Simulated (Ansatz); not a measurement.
C3H5BrO can be A, `OC/C=C/Br`, or B, `O/C=C\CBr`.

Computed with Ansatz on PBE0-D4/def2-TZVP structures; ΔE is electronic, products minus reactants. CCSD(T)/CBS adds triple-zeta CCSD(T) − MP2 to the extrapolated MP2 energy (def2 sets, frozen cores). Double bonds are as drawn, so ΔE can hold a change between cis and trans. Functionals use def2-TZVPP. B3LYP here is the variant with VWN-RPA as its local correlation; programs differ in this. For Br outer-core shells are correlated without core-valence functions, which leaves a few kJ/mol of doubt a bond. Scalar relativity is left out up to krypton. One conformer a species, not always the lowest.

Problem. Which is lower in electronic energy at CCSD(T)/CBS, and by how much? (Best estimate.)

Solution. Ansatz gave: B, by 24.4 kJ/mol.

Problem. Give E(B) − E(A) in kJ/mol with CCSD/def2-TZVPP, PBE0-D4, MP2/def2-TZVPP, B2PLYP, PBE-D4, B3LYP-D4, ωB97M-V. (Best estimate.)

Solution. Ansatz gave: CCSD/def2-TZVPP -22.2, PBE0-D4 -29.4, MP2/def2-TZVPP -23.7, B2PLYP -26.5, PBE-D4 -30.5, B3LYP-D4 -30.1, ωB97M-V -26.7. None reverses the order clearly.

Largest T1 diagnostic: 0.010.
